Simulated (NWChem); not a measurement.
Species: MgHSeCl; SMILES [Cl][Mg][SeH]

```xyz
4

Mg    -0.0312    -0.6114    -0.0001
Cl    -0.1403    -2.8106    -0.0003
Se     0.1231     1.8040     0.0005
H     -1.3481     1.8917    -0.0129
```
Atoms are numbered in this order, from 1.

Level: PBE0/def2-SVP (NWChem), optimised geometry, unscaled harmonic frequencies. This build's default masses of Se (78.918 u) and Br (79.917 u) are each other's, which moves their modes by up to 0.6 %.

**Question.** List the harmonic frequencies with IR intensities, and the thermochemistry.

**Answer.** 
```json
[
 {"frequency (cm⁻¹)": "101", "IR intensity (km/mol)": "36.5"},
 {"frequency (cm⁻¹)": "110", "IR intensity (km/mol)": "34.4"},
 {"frequency (cm⁻¹)": "237", "IR intensity (km/mol)": "0.2"},
 {"frequency (cm⁻¹)": "504", "IR intensity (km/mol)": "1.4"},
 {"frequency (cm⁻¹)": "565", "IR intensity (km/mol)": "90.2"},
 {"frequency (cm⁻¹)": "2439", "IR intensity (km/mol)": "11.2"}
]
```

```yaml
zero_point_energy: 5.7 kcal/mol
thermal correction to the enthalpy at 298.15 K (with zero-point energy): 9.5 kcal/mol
heat capacity Cv: 14.0 cal/(mol K)
entropy at 298.15 K and 1 atm (symmetry number 1): 75.2 cal/(mol K)
dipole_moment: 1.03 D
```

Rigid rotor and harmonic oscillator.
